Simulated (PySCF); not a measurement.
# Potential energy of GeCl along the bond

Set-up: basis Ge pcseg-1, Cl pcseg-1; no relativity; PySCF 2.14. Energies in eV from Ge + Cl in their ground configurations at the same level. State: ²Π (doublet), unpaired electrons π ↑.

All columns are PBE0. A positive dipole means Ge(−)Cl(+).

```tsv
R (Å)	E (eV)	μ (D)	Mulliken charge on Ge (basis-dependent)	HOMO (eV)	LUMO (eV)	Mayer bond order	⟨S²⟩
1.895	-2.950	0.07	0.09	-4.66	-2.69	1.25	0.75
1.984	-3.524	-0.53	0.15	-4.86	-2.88	1.21	0.75
2.072	-3.834	-1.13	0.20	-5.06	-3.07	1.16	0.75
2.138	-3.941	-1.58	0.23	-5.20	-3.20	1.13	0.75
2.204	-3.970	-2.02	0.26	-5.34	-3.33	1.10	0.75
2.270	-3.941	-2.46	0.29	-5.48	-3.45	1.07	0.75
2.358	-3.836	-3.02	0.32	-5.65	-3.61	1.04	0.75
2.469	-3.634	-3.70	0.36	-5.85	-3.80	1.00	0.75
2.601	-3.332	-4.47	0.40	-6.08	-4.02	0.95	0.75
2.777	-2.892	-5.42	0.44	-6.35	-4.28	0.90	0.76
```

A fit through these points gives, at Re = 2.201 Å, μ = -2.00 D and dμ/dR = -6.64 D/Å; the reduced mass is 23.74 u.

Question: How strong is the fundamental in the double-harmonic approximation, I = 42.26·(dμ/dR)²/μred km/mol?

Answer: I = 42.26·(-6.64)²/23.74 = 78.5 km/mol at PBE0.

Spin–orbit coupling is left out. The state is the lowest determinant that a PBE0 search found; another state may lie lower at other levels.
